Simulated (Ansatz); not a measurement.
Basis-set series for `CC[C@@]12[C@H]3[C@H]4[C@H]5[C@@H]1[Hf]4532([NH2])([O]C)[O]C`. Charge 0, multiplicity 1. Hf: def2 effective core potential. The structure was optimised at the PBE0-D4/def2-TZVP level. It is one conformer, not always the lowest.

```tsv
functional	basis	functions	energy (Eh)	HOMO (eV)	LUMO (eV)
PBE0-D4	def2-TZVPP	666	-606.18084	-6.48	0.34
PBE0-D4	def2-QZVPP	1275	-606.21212	-6.51	0.10
ωB97M-V	def2-TZVPP	666	-606.51353	-8.72	1.44
ωB97M-V	def2-QZVPP	1275	-606.54322	-8.75	0.90
```

(1) Give the rows for def2-SVP. (An estimate is asked.)

Results:

(1) Computed: 
| functional | basis | functions | energy (Eh) | HOMO (eV) | LUMO (eV) |
| --- | --- | --- | --- | --- | --- |
| PBE0-D4 | def2-SVP | 285 | -605.54737 | -6.39 | 0.47 |
| ωB97M-V | def2-SVP | 285 | -605.85271 | -8.66 | 2.09 |

Positive LUMOs are unbound and depend on the basis.
